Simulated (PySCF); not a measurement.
PySCF input file for Al(H)(Me)(OH) (CH₅AlO), SMILES [CH3][AlH][OH], IEF-PCM-PBE0/def2-SVP. Coordinates come from a PBE0-D3(BJ)/def2-TZVP optimisation. The values are those of a single conformer.

```python
import numpy as np
from pyscf import gto, scf, dft
from pyscf.solvent import pcm

mol = gto.M(
    atom='''
    Al    0.47571403    0.11554380   -0.00000000
    H     2.04315565    0.37685979    0.00000000
    C    -0.33421112   -1.64774377   -0.00000000
    H    -0.02208146   -2.22435106    0.87674725
    H    -1.42516304   -1.59561343    0.00000000
    H    -0.02208147   -2.22435106   -0.87674724
    O    -0.56422064    1.46145641    0.00000000
    H    -0.23908026    2.36019771   -0.00000000
    ''',
    basis='def2-SVP',
    charge=0,
    spin=0,
    max_memory=1600,
    verbose=3,
)
mf = dft.RKS(mol, xc='pbe0').density_fit(auxbasis='def2-universal-jkfit')
mf.grids.level = 3
mf.conv_tol = 1e-9
mf.max_cycle = 100
mf.kernel()
res = {}
for name, eps in {'water': 78.355, 'chlorobenzene': 5.6968, 'cyclohexanone': 15.619}.items():
    s = mf.PCM()
    s.with_solvent.method, s.with_solvent.eps, s.with_solvent.lebedev_order = 'IEF-PCM', eps, 29
    s.kernel(mf.make_rdm1())
    res[name] = (s.e_tot, eps, s.dip_moment(), s.mo_energy, s.converged)
    print(f'{name}: electrostatic solvation free energy {(s.e_tot - mf.e_tot) * 627.509474:.3f} kcal/mol')
```

Output:

```
converged SCF energy = -358.40389571021

WARN: PCM is an experimental feature. It is still in testing.
Features and APIs may be changed in the future.

converged SCF energy = -358.413287325076
Dipole moment(X, Y, Z, Debye):  0.67357,  0.40189,  0.00000
water: electrostatic solvation free energy -5.893 kcal/mol

WARN: PCM is an experimental feature. It is still in testing.
Features and APIs may be changed in the future.

converged SCF energy = -358.410965002983
Dipole moment(X, Y, Z, Debye):  0.63427,  0.38366,  0.00000
chlorobenzene: electrostatic solvation free energy -4.436 kcal/mol

WARN: PCM is an experimental feature. It is still in testing.
Features and APIs may be changed in the future.

converged SCF energy = -358.412501291169
Dipole moment(X, Y, Z, Debye):  0.65930,  0.39553,  0.00000
cyclohexanone: electrostatic solvation free energy -5.400 kcal/mol
```

The run converged.

Cost: roughly 30 core-seconds.
